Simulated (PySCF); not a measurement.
Two structures of SiH2OF2, singlet, reached by relaxing down either side of one saddle point (PBE0-D4/def2-TZVP). Energies are electronic, without zero-point energy. PySCF 2.14 with density fitting (its default auxiliary sets; JK sets also for MP2 and CCSD(T)); basis: def2-TZVPP and def2-QZVPP; cores frozen in the correlated methods. Extrapolation: Hartree–Fock as exp(−7.88 √X), correlation as X^−2.97. First:

```xyz
6
angstrom
Si -0.3787 0.1957 0.3971
H -1.1699 1.4103 0.2027
O 0.5156 -0.0511 -0.9234
H 1.0985 -0.8087 -0.9886
F 0.5290 0.3372 1.6875
F -1.3311 -1.0374 0.6818
```

Second:

Si1  (0.471, -0.095, 0.493)
H2  (-0.860, 0.223, -1.201)
O3  (1.705, -0.789, -0.010)
H4  (-0.234, -0.129, -1.456)
F5  (0.273, 1.444, 0.724)
F6  (-0.792, -0.757, 1.148)
(Å)

**Question.** Which bonds change from the first to the second?

**Answer.** SiH₂OF₂ ([OH][SiH]([F])[F]) → SiOF₂ ([O][Si]([F])[F]) + H₂; bonds formed: H2–H4; bonds broken: Si1–H2, O3–H4.

**Question.** Give the saddle point's structure and its height above each. (An estimate is asked for; the value comes from the calculation.)

**Answer.** Computed: 3.040 eV above the first and 0.512 eV above the second (CCSD(T) at an estimated basis limit (MP2 extrapolated from triple and quadruple zeta, plus CCSD(T) − MP2 in triple zeta)).
Si1  (0.115, 0.015, 0.414)
H2  (-0.678, 0.157, -1.108)
O3  (1.276, -0.723, -0.265)
H4  (0.140, -0.289, -1.183)
F5  (0.151, 1.512, 0.873)
F6  (-1.004, -0.671, 1.269)
(Å)

T1 diagnostic: at most 0.016.

Labels in which every atom is bracketed show which atoms are joined, not bond orders.

For scale, one of the runs: CCSD(T)/def2-TZVPP, 163 basis functions, launched by `OMP_NUM_THREADS=4 python run.py`. Time: 4.7 min of wall clock on 4 CPU threads of an AMD EPYC; the host was shared. Peak host memory: 1.6 GiB.
